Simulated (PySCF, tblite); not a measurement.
Species: C₇H₁₂.
Structure used (GFN2-xTB), in Å, numbered top down from 1:
```
atom  x, y, z in Å
C1    -0.162    1.798   -1.601
C2    -0.109    0.659   -0.910
C3     0.916    0.471    0.106
C4     1.114   -0.612    0.853
C5     2.192   -0.734    1.876
C6    -1.125   -0.426   -1.147
C7    -2.221   -0.393   -0.081
H8    -0.905    1.967   -2.361
H9     0.537    2.600   -1.434
H10    1.577    1.320    0.241
H11    0.484   -1.485    0.750
H12    1.760   -0.916    2.861
H13    2.796    0.169    1.920
H14    2.839   -1.580    1.644
H15   -0.640   -1.404   -1.145
H16   -1.580   -0.282   -2.128
H17   -1.799   -0.534    0.911
H18   -2.730    0.569   -0.099
H19   -2.953   -1.176   -0.265
```

Theory: PBE0/pcSseg-1 in PySCF (dipole) on a GFN2-xTB geometry, gas phase.

Masses are those of the commonest isotopes; rigid-rotor values at the optimised geometry. The values belong to one conformer with, in the numbering `[CH2:1]=[C:2](/[CH:3]=[CH:4]/[CH3:5])[CH2:6][CH3:7]`, C1–C2–C3–C4 -178°, C1–C2–C6–C7 -99°.

(1) What are A, B and C (MHz)?

(2) Classify the top.

(3) Is it planar, by Δ = Ic − Ia − Ib?

(4) List the rotational levels J(Ka,Kc) to J = 2 (MHz).

(5) Which lines would a microwave search look for?

(6) Estimate the classical rotational partition function at 10 K, 50 K and 298.15 K.

Answers

(1) Ia = 129.51, Ib = 309.42, Ic = 405.09 u·Å²; 505379 MHz·u·Å²/I gives A = 3902, B = 1633, C = 1248 MHz.

(2) An asymmetric top. Ray's parameter κ = (2B − A − C)/(A − C) = -0.709; −1 is the prolate and +1 the oblate limit.

(3) Not planar: Δ = Ic − Ia − Ib = -33.84 u·Å². For a rigid frame Δ = −2 Σ m c², so Σ m c² = 16.92 u·Å² lies off the ab plane: 8.20 from hydrogen and 8.72 from heavier atoms. The atom farthest from that plane is 1.43 Å away.

(4) Above 0(0,0):
J = 1: 1(0,1) 2881, 1(1,1) 5150, 1(1,0) 5535
J = 2: 2(0,2) 8598, 2(1,2) 10526, 2(1,1) 11683, 2(2,1) 18490, 2(2,0) 18535
The levels of one J sum to (2J + 1)J(J + 1)(A + B + C)/3.

(5) The dipole components are |μa| = 0.41 D, |μb| = 0.50 D, |μc| = 0.04 D. Intensities carry the squares of the components, which stand as 0.67 : 1.00 : 0.01 (a : b : c). Some lines, for components of 0.1 D or more:

```
type  branch         J(Ka,Kc)    MHz  lower level (cm⁻¹)
   a       Q  1(1,0) ← 1(1,1)    386               0.172
   a       Q  2(1,1) ← 2(1,2)   1157               0.351
   b       Q  1(1,0) ← 1(0,1)   2655               0.096
   a       R  1(0,1) ← 0(0,0)   2881               0.000
   b       Q  2(1,1) ← 2(0,2)   3085               0.287
   b       R  2(0,2) ← 1(1,1)   3448               0.172
   a       R  2(1,2) ← 1(1,1)   5376               0.172
   a       R  2(0,2) ← 1(0,1)   5717               0.096
   a       R  2(1,1) ← 1(1,0)   6148               0.185
   b       Q  2(2,0) ← 2(1,1)   6852               0.390
   b       R  2(1,2) ← 1(0,1)   7645               0.096
   b       Q  2(2,1) ← 2(1,2)   7964               0.351
   b       R  2(2,1) ← 1(1,0)  12954               0.185
   b       R  2(2,0) ← 1(1,1)  13385               0.172
```

(6) Point group C1, symmetry number σ = 1; q = (√π/σ)·√((kT/h)³/(ABC)), k/h = 20836.6 MHz/K: 1890 at 10 K, 21100 at 50 K, 308000 at 298.15 K.

Its GFN2-xTB frequencies are all real (lowest 74 cm⁻¹). Zero-point vibration and centrifugal distortion are left out. A rigid rotor knows nothing of internal rotation, which can split or shift real lines.

Time: 58 s wall. Hardware: one thread of an x86-64 server (shared host). This is the PBE0/pcSseg-1 job that gave the dipole, with the shieldings it also computed.
